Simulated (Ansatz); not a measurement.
Input for Ansatz (a program for electronic structure): R-CCSD(T)/aug-cc-pVDZ on CH4OSe (SMILES CO[SeH]) with ghost functions. The run froze 16 orbitals, filled d shells among them.

Ansatz 0.2 input:
```yaml
crystal:
  periodic: [false, false, false]
  atoms:
    - {symbol: C, position_ang: [1.83532536, 0.80634668, 0.80194210]}
    - {symbol: O, position_ang: [0.43781968, 0.76896645, 0.52308322]}
    - {symbol: Se, position_ang: [-0.24134642, -0.88502539, 0.22623493]}
    - {symbol: H, position_ang: [2.09295559, 0.17888515, 1.65841008]}
    - {symbol: H, position_ang: [2.06492450, 1.84779556, 1.03215612]}
    - {symbol: H, position_ang: [2.42249826, 0.48972677, -0.06533730]}
    - {symbol: H, position_ang: [0.16878994, -0.97806809, -1.19631955]}
basis:
  gaussian:
    orbitals: aug-cc-pVDZ
    ghost_atoms:
      - {symbol: C, position_ang: [-0.04564131, 0.00241318, 3.95068634]}
      - {symbol: H, position_ang: [0.20915435, -0.97749340, 3.54779212]}
      - {symbol: H, position_ang: [-0.91042964, -0.09070839, 4.60627027]}
      - {symbol: H, position_ang: [0.79926389, 0.38980255, 4.51915302]}
      - {symbol: H, position_ang: [-0.27758422, 0.68261767, 3.13285192]}
magnetization: {spin_polarized: false}
correlation: {method: ccsd_t, electrons: outside_noble_gas}
scf: {lower_state_search: off}
```

Task: Give the final energy of this run.

Result: -2515.3788 hartree (reference determinant -2514.8441, T1 diagnostic 0.014).

Task: How many basis functions does it have, and what does it roughly cost on one machine?

Result: 177 functions; very roughly 50 core-seconds.
